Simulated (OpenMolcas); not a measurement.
**V2+, Nb2+, Ta2+: d3 down the group**

* Program: OpenMolcas
* Method: MS-CASPT2, IPEA 0.25 Eh, imaginary shift 0.1 Eh
* Basis: ANO-RCC-VQZP
* Scalar Hamiltonian: DKH2, point nucleus
* Spin-orbit coupling: state interaction with AMFI integrals over the reference wave functions, term energies averaged over their components

Active space for each ion: 3 electrons in 6 orbitals (d s); closed shells correlated by CASPT2: V2+ 3s 3p; Nb2+ 4s 4p; Ta2+ 5s 5p.

Computed levels in cm-1 above 4F 3/2:

```tsv
Level	V2+	Nb2+	Ta2+
4F 5/2	162	532	2930
4F 7/2	383	1211	5500
4F 9/2	660	1990	7470
4P 1/2	11820	8870	13940
2G 7/2	11860	9330	12200
4P 5/2	12080	9860	15160
2P 1/2	15320	10740	8380
2H 11/2	17060	13500	18760
2F 7/2	27690	19980	29550
weight of 4F in the lowest level (%)	100	99	82
```

Mixed levels, with the weight of the term that names them: Ta2+ 4F 9/2 (73 %), Ta2+ 4P 5/2 (57 %).

Measured, with the error of the calculation in %. Measured levels: V2+ from Sugar and Corliss, J. Phys. Chem. Ref. Data 7, 1191 (1978); Nb2+ from the list in Shadmi, J. Res. Natl. Bur. Stand. 70A, 435 (1966).

```csv
Level,V2+,Nb2+
4F 5/2,146 (+11.2),516 (+3.2)
4F 7/2,342 (+12.3),1177 (+2.9)
4F 9/2,584 (+13.1),1939 (+2.6)
4P 1/2,11514 (+2.6),8664 (+2.4)
2G 7/2,11966 (-0.9),9236 (+1.0)
4P 5/2,11770 (+2.6),9594 (+2.7)
2P 1/2,15580 (-1.7),
2H 11/2,16978 (+0.5),13264 (+1.8)
2F 7/2,27728 (-0.1),19861 (+0.6)
```

The fine-structure level 4F 9/2 changes by a factor of 11.3 from V2+ to Ta2+.

Without spin-orbit coupling 4P lies 11600, 8410, 8460 cm-1 above 4F in that order; the difference to the level 4P 1/2, of either sign, comes from spin-orbit coupling, which also lowers the zero.

CASPT2 does not keep the components of a term degenerate, so their means are used; among the terms shown or strongly mixed into the levels shown the widest spread is 1000 cm-1 (3d3 4F, V2+). Terms from blocks run as CI alone lack orbitals of their own. The CASPT2 spread within a term exceeds the gap to the next term for 3d3 4P and 3d3 2G, so the order of their levels is uncertain (figures for V2+; the like holds for Nb2+, Ta2+). Configurations are named by rounded mean occupations; where the s occupation lies near a half they are strongly mixed, a name can repeat and a true partner stay unpaired (holds for Ta2+). Computed and measured levels are paired by configuration, term and J; levels that our copy of the source lacks, or whose pairing is in doubt (as where it misses far off the trend of its configuration), stay unpaired and out of the deviations. Only configurations of the active space appear.
